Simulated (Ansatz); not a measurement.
Reaction: CH6BN (SMILES BNC) → CH5BN (SMILES BN[CH2], doublet) + H (doublet) (the C-H bond breaks)
Each species at its own B3LYP-D3(BJ)/def2-TZVP minimum (Ansatz, a program for electronic structure).

Total energies in hartree (Ansatz). Open shells are spin-unrestricted; no spin-orbit coupling. Correlated methods leave the cores frozen. No relativity. For partners of very few electrons the exact lower level stands in for a higher one.

```tsv
species	HF/cc-pVTZ	CCSD(T)/cc-pVTZ	HF/cc-pVQZ	CCSD(T)/cc-pVQZ	CCSD(T)/cc-pVDZ	CCSDT(Q)/cc-pVDZ
1: CH6BN (SMILES BNC)	-120.56406	-121.11789	-120.57260	-121.15459	-120.98767	-120.98925
2: CH5BN (SMILES BN[CH2], doublet)	-119.93956	-120.45774	-119.94811	-120.49341	-120.33253	-120.33431
3: H (doublet)	-0.49981	-0.49981	-0.49995	-0.49995	-0.49928	-0.49928
```

Q: Work out the bond dissociation energy (electronic) in kcal/mol: take Hartree-Fock from cc-pVQZ, extrapolate the CCSD(T) correlation energy as X^-3 (X = 3, 4), and add CCSDT(Q) - CCSD(T) in cc-pVDZ. 1 hartree = 627.51 kcal/mol.

A: 
Species 1: correlation (64·(-0.58199) - 27·(-0.55383))/37 = -0.60254; step -0.00158; E1 = -120.57260 + (-0.60254) + (-0.00158) = -121.17672
Species 2: correlation (64·(-0.54530) - 27·(-0.51818))/37 = -0.56509; step -0.00178; E2 = -119.94811 + (-0.56509) + (-0.00178) = -120.51498
Species 3: correlation (64·(0.00000) - 27·(0.00000))/37 = 0.00000; step +0.00000; E3 = -0.49995 + (0.00000) + (+0.00000) = -0.49995
-1·E1 +1·E2 +1·E3 = 0.16179 hartree = 101.5 kcal/mol.
